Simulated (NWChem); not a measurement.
System: C$_{2}$H$_{6}$FNSi; SMILES C/C=N/[SiH2]F

Input file for NWChem:

```
start job
memory heap 200 mb stack 900 mb global 1100 mb
geometry units angstroms noautosym nocenter noautoz
  C     -0.164209     2.800050    -0.002676
  C     -0.363366     1.311380    -0.000094
  N      0.600529     0.482186    -0.000993
  Si     0.515392    -1.243146     0.002239
  F     -1.009685    -1.793751     0.003516
  H     -0.649626     3.248169     0.874786
  H      0.900108     3.046336     0.000265
  H     -0.643142     3.243776    -0.886001
  H     -1.418394     0.986368     0.002225
  H      1.186816    -1.734930     1.227659
  H      1.186493    -1.739585    -1.221449
end
basis spherical
  C library def2-svp
  N library def2-svp
  Si library def2-svp
  F library def2-svp
  H library def2-svp
end
dft
  xc b3lyp
  iterations 150
  mulliken
end
task dft energy
esp
  recalculate
  probe 0.07
  range 0.3
  factor 1.0
  spacing 0.02
end
task esp
```

Output (shortened):

```
             Northwest Computational Chemistry Package (NWChem) 7.3.0
             --------------------------------------------------------

                             Geometry "geometry" -> ""
                             -------------------------

 Output coordinates in angstroms (scale by  1.889725989 to convert to a.u.)

  No.       Tag          Charge          X              Y              Z
 ---- ---------------- ---------- -------------- -------------- --------------
    1 C                    6.0000    -0.16420900     2.80005000    -0.00267600
    2 C                    6.0000    -0.36336600     1.31138000    -0.00009400
    3 N                    7.0000     0.60052900     0.48218600    -0.00099300
    4 Si                  14.0000     0.51539200    -1.24314600     0.00223900
    5 F                    9.0000    -1.00968500    -1.79375100     0.00351600
    6 H                    1.0000    -0.64962600     3.24816900     0.87478600
    7 H                    1.0000     0.90010800     3.04633600     0.00026500
    8 H                    1.0000    -0.64314200     3.24377600    -0.88600100
    9 H                    1.0000    -1.41839400     0.98636800     0.00222500
   10 H                    1.0000     1.18681600    -1.73493000     1.22765900
   11 H                    1.0000     1.18649300    -1.73958500    -1.22144900

 Effective nuclear repulsion energy (a.u.)     221.8804738093

                                 NWChem DFT Module
                                 -----------------

 Summary of "ao basis" -> "ao basis" (spherical)
 ------------------------------------------------------------------------------
       Tag                 Description            Shells   Functions and Types
 ---------------- ------------------------------  ------  ---------------------
 C                          def2-svp                 6       14   3s2p1d
 N                          def2-svp                 6       14   3s2p1d
 Si                         def2-svp                 8       18   4s3p1d
 F                          def2-svp                 6       14   3s2p1d
 H                          def2-svp                 3        5   2s1p

            General Information
            -------------------
          SCF calculation type: DFT
          Wavefunction type:  closed shell.
          No. of atoms     :    11
          No. of electrons :    48
           Alpha electrons :    24
            Beta electrons :    24
          Charge           :     0
          Spin multiplicity:     1
          Use of symmetry is: off; symmetry adaption is: off
          Maximum number of iterations: 150
          AO basis - number of functions:   104
                     number of shells:    50
          Convergence on energy requested:  1.00D-06
          Convergence on density requested:  1.00D-05
          Convergence on gradient requested:  5.00D-04

              XC Information
              --------------
                         B3LYP Method XC Potential
                     Hartree-Fock (Exact) Exchange  0.200
                        Slater Exchange Functional  0.800 local
                    Becke 1988 Exchange Functional  0.720 non-local
              Lee-Yang-Parr Correlation Functional  0.810
                  VWN I RPA Correlation Functional  0.190 local

             Grid Information
             ----------------
          Grid used for XC integration:  medium
          Radial quadrature: Mura-Knowles
          Angular quadrature: Lebedev.
          Tag              B.-S. Rad. Rad. Pts. Rad. Cut. Ang. Pts.
          ---              ---------- --------- --------- ---------
          C                   0.70       49          12.0       434
          N                   0.65       49           9.0       434
          Si                  1.10       88          12.0       590
          F                   0.50       49          12.0       434
          H                   0.35       45          13.0       434
          Grid pruning is: on
          Number of quadrature shells:   554
          Spatial weights used:  Erf1

      Superposition of Atomic Density Guess
      -------------------------------------

 Sum of atomic energies:        -520.52053240

      Non-variational initial energy
      ------------------------------

 Total energy =    -522.779864
 1-e energy   =   -1157.856815
 2-e energy   =     413.196477
 HOMO         =      -0.306279
 LUMO         =      -0.019018

     ---------------------------------------------
      Total Density - Mulliken Population Analysis
     ---------------------------------------------

    Atom       Charge   Shell Charges
 -----------   ------   -------------------------------------------------------
    1 C    6     6.25   1.99  0.96  0.16  2.08  1.03  0.02
    2 C    6     5.68   1.99  0.95  0.27  1.67  0.74  0.06
    3 N    7     7.76   1.99  1.08  0.53  2.52  1.62  0.02
    4 Si  14    12.92   2.00  1.99  0.92  0.21  5.93  0.95  0.66  0.26
    5 F    9     9.58   1.99  1.15  0.78  3.52  2.14  0.00
    6 H    1     0.87   0.65  0.20  0.03
    7 H    1     0.91   0.67  0.21  0.03
    8 H    1     0.87   0.65  0.20  0.03
    9 H    1     0.94   0.69  0.23  0.02
   10 H    1     1.11   0.71  0.39  0.01
   11 H    1     1.11   0.71  0.39  0.01

   convergence    iter        energy       DeltaE   RMS-Dens  Diis-err
 ---------------- ----- ----------------- --------- --------- ---------
 d= 0,ls=0.0,diis     1   -523.6273304314 -7.46D+02  1.51D-02  7.63D-01
 d= 0,ls=0.0,diis     2   -523.5447362233  8.26D-02  8.82D-03  1.71D+00
 d= 0,ls=0.0,diis     3   -523.7146834987 -1.70D-01  2.25D-03  5.79D-02
 d= 0,ls=0.0,diis     4   -523.7185455482 -3.86D-03  1.02D-03  2.83D-02
 d= 0,ls=0.0,diis     5   -523.7213595709 -2.81D-03  1.97D-04  5.77D-04
  Resetting Diis
 d= 0,ls=0.0,diis     6   -523.7214153095 -5.57D-05  3.99D-05  1.53D-05
 d= 0,ls=0.0,diis     7   -523.7214170978 -1.79D-06  2.25D-05  2.41D-06
 d= 0,ls=0.0,diis     8   -523.7214169039  1.94D-07  1.29D-05  3.87D-06
 d= 0,ls=0.0,diis     9   -523.7214174066 -5.03D-07  2.19D-06  1.28D-07

         Total DFT energy =     -523.721417406588
      One electron energy =    -1161.826001639368
           Coulomb energy =      467.656902761783
    Exchange-Corr. energy =      -51.432792338306
 Nuclear repulsion energy =      221.880473809303

 Numeric. integr. density =       47.999996789074

                       DFT Final Molecular Orbital Analysis
                       ------------------------------------

 Vector   22  Occ=2.000000D+00  E=-3.583572D-01
              MO Center=  3.0D-01, -4.6D-01,  1.2D-04, r^2= 4.3D+00
   Bfn.  Coefficient  Atom+Function         Bfn.  Coefficient  Atom+Function
  ----- ------------  ---------------      ----- ------------  ---------------
    66     -0.307067   5 F  pz               34      0.279295   3 N  pz
    69      0.221697   5 F  pz               95     -0.209837  10 H  s
   100      0.210258  11 H  s                37     -0.202392   3 N  pz
    52     -0.197111   4 Si pz               20     -0.164016   2 C  pz
     6      0.134661   1 C  pz               96     -0.132229  10 H  s

 Vector   23  Occ=2.000000D+00  E=-3.128071D-01
              MO Center=  4.7D-01, -1.1D-01,  5.8D-04, r^2= 4.3D+00
   Bfn.  Coefficient  Atom+Function         Bfn.  Coefficient  Atom+Function
  ----- ------------  ---------------      ----- ------------  ---------------
    34      0.326585   3 N  pz               20     -0.275910   2 C  pz
    95      0.238529  10 H  s               100     -0.238395  11 H  s
    37     -0.217290   3 N  pz               96      0.198821  10 H  s
   101     -0.198785  11 H  s                23     -0.189349   2 C  pz
    52      0.166142   4 Si pz               66      0.127031   5 F  pz

 Vector   24  Occ=2.000000D+00  E=-2.574649D-01
              MO Center=  3.6D-01,  6.7D-01, -6.5D-04, r^2= 2.1D+00
   Bfn.  Coefficient  Atom+Function         Bfn.  Coefficient  Atom+Function
  ----- ------------  ---------------      ----- ------------  ---------------
    32      0.423965   3 N  px               35     -0.321261   3 N  px
    33      0.272643   3 N  py                3      0.255412   1 C  s
    90     -0.220131   9 H  s                91     -0.207177   9 H  s
     5     -0.188249   1 C  py               36     -0.182130   3 N  py
    45      0.167174   4 Si s                31     -0.148914   3 N  s

 Vector   25  Occ=0.000000D+00  E=-3.227122D-02
              MO Center= -1.0D-02,  9.5D-01, -6.6D-04, r^2= 2.6D+00
   Bfn.  Coefficient  Atom+Function         Bfn.  Coefficient  Atom+Function
  ----- ------------  ---------------      ----- ------------  ---------------
    23      0.571250   2 C  pz               20      0.497413   2 C  pz
    37     -0.439553   3 N  pz               34      0.365364   3 N  pz
    55     -0.257871   4 Si pz               96      0.231594  10 H  s
   101     -0.230634  11 H  s                86      0.181220   8 H  s
    76     -0.178298   6 H  s                85      0.127970   8 H  s

 Vector   26  Occ=0.000000D+00  E= 3.911713D-02
              MO Center=  9.9D-03, -7.6D-01,  2.8D-03, r^2= 4.9D+00
   Bfn.  Coefficient  Atom+Function         Bfn.  Coefficient  Atom+Function
  ----- ------------  ---------------      ----- ------------  ---------------
    53      0.948652   4 Si px                3      0.788117   1 C  s
    91     -0.632596   9 H  s                63      0.494052   5 F  s
    21     -0.368588   2 C  px               76     -0.299450   6 H  s
    86     -0.297164   8 H  s                46     -0.256949   4 Si s
    22     -0.250310   2 C  py               50      0.217127   4 Si px

 Vector   27  Occ=0.000000D+00  E= 6.326134D-02
              MO Center=  1.7D-01,  3.2D-01, -2.6D-04, r^2= 9.6D+00
   Bfn.  Coefficient  Atom+Function         Bfn.  Coefficient  Atom+Function
  ----- ------------  ---------------      ----- ------------  ---------------
     3      2.010558   1 C  s                54     -1.066049   4 Si py
    76     -0.881816   6 H  s                86     -0.881610   8 H  s
    31      0.729673   3 N  s                81     -0.441738   7 H  s
    22     -0.380463   2 C  py               17     -0.377906   2 C  s
    96     -0.282664  10 H  s               101     -0.282865  11 H  s

     ---------------------------------------------
      Total Density - Mulliken Population Analysis
     ---------------------------------------------

    Atom       Charge   Shell Charges
 -----------   ------   -------------------------------------------------------
    1 C    6     5.94   1.98  0.91  0.06  2.15  0.82  0.03
    2 C    6     6.03   1.99  0.94  0.26  2.01  0.76  0.06
    3 N    7     7.29   1.99  1.03  0.52  2.40  1.34  0.02
    4 Si  14    13.25   2.00  1.98  1.01  0.09  5.93  1.22  0.65  0.37
    5 F    9     9.35   1.99  1.12  0.80  3.36  2.08  0.00
    6 H    1     0.97   0.74  0.21  0.02
    7 H    1     0.97   0.74  0.21  0.02
    8 H    1     0.97   0.74  0.21  0.02
    9 H    1     0.99   0.76  0.22  0.02
   10 H    1     1.12   0.75  0.36  0.01
   11 H    1     1.12   0.75  0.36  0.01

     -------------------------------------------
      Total Density - Lowdin Population Analysis
     -------------------------------------------

    Atom       Charge   Shell Charges
 -----------   ------   -------------------------------------------------------
    1 C    6     6.07   1.96  0.58  0.30  1.92  1.24  0.07
    2 C    6     5.92   1.97  0.61  0.30  1.82  1.08  0.15
    3 N    7     7.24   1.97  0.80  0.48  2.24  1.71  0.04
    4 Si  14    13.44   2.00  1.93  0.63  0.32  5.81  1.23  0.93  0.59
    5 F    9     9.22   1.98  1.02  0.77  3.23  2.23  0.01
    6 H    1     0.96   0.63  0.26  0.07
    7 H    1     0.97   0.63  0.26  0.07
    8 H    1     0.96   0.63  0.26  0.07
    9 H    1     1.00   0.65  0.28  0.07
   10 H    1     1.11   0.66  0.43  0.02
   11 H    1     1.11   0.66  0.43  0.02

     Multipole analysis of the density
     ---------------------------------

     L   x y z        total         alpha         beta         nuclear
     -   - - -        -----         -----         ----         -------
     0   0 0 0     -0.000000    -24.000000    -24.000000     48.000000

     1   1 0 0     -0.179828      0.166304      0.166304     -0.512435
     1   0 1 0      0.654718     -1.133600     -1.133600      2.921919
     1   0 0 1     -0.000462     -0.035100     -0.035100      0.069738

     2   2 0 0    -29.123186    -55.354576    -55.354576     81.585966
     2   1 1 0     -3.012874      4.273387      4.273387    -11.559648
     2   1 0 1      0.005470      0.021911      0.021911     -0.038353
     2   0 2 0    -25.875263   -275.309203   -275.309203    524.743144
     2   0 1 1     -0.001842      0.319404      0.319404     -0.640649
     2   0 0 2    -27.677931    -21.962367    -21.962367     16.246803

                     NWChem Electrostatic Potential Fit Module
                     -----------------------------------------

 Atom parameters

 Number of atoms is                                   11
 Number of basis functions is                        104

 Grid parameters

 Maximum number of grid points is                  45878
 Number of grid points is                          45877
 Grid range                                     0.300000 nm
 Grid spacing                                   0.020000 nm
 Probe radius                                   0.070000 nm
 Atom radius factor                             1.000000

 Atomic radii

    1    0.100000
    6    0.147000
    7    0.140000
    9    0.128000
   14    0.187000
 FASTESP  F
  using M.O. file = ./job.movecs

    Atom              Coordinates                           Charge

                                                  ESP

    1 C    -0.016421    0.280005   -0.000268   -0.228552
    2 C    -0.036337    0.131138   -0.000009    0.485829
    3 N     0.060053    0.048219   -0.000099   -0.648600
    4 Si    0.051539   -0.124315    0.000224    0.900913
    5 F    -0.100969   -0.179375    0.000352   -0.351349
    6 H    -0.064963    0.324817    0.087479    0.059084
    7 H     0.090011    0.304634    0.000027    0.071585
    8 H    -0.064314    0.324378   -0.088600    0.059850
    9 H    -0.141839    0.098637    0.000223   -0.025122
   10 H     0.118682   -0.173493    0.122766   -0.162035
   11 H     0.118649   -0.173959   -0.122145   -0.161603
                                            ------------
                                               -0.000000

 Dipole moment                                  0.649165

 Quadrupole moment Qxx                         -3.675001
                   Qyy                          4.429603
                   Qzz                         -0.754602

 RMS deviation kJ/mol                           0.055376

 RRMS %                                        34.894684
```

Level: B3LYP/def2-SVP. Structure relaxed at the B3LYP/6-31G* (spherical d) level.
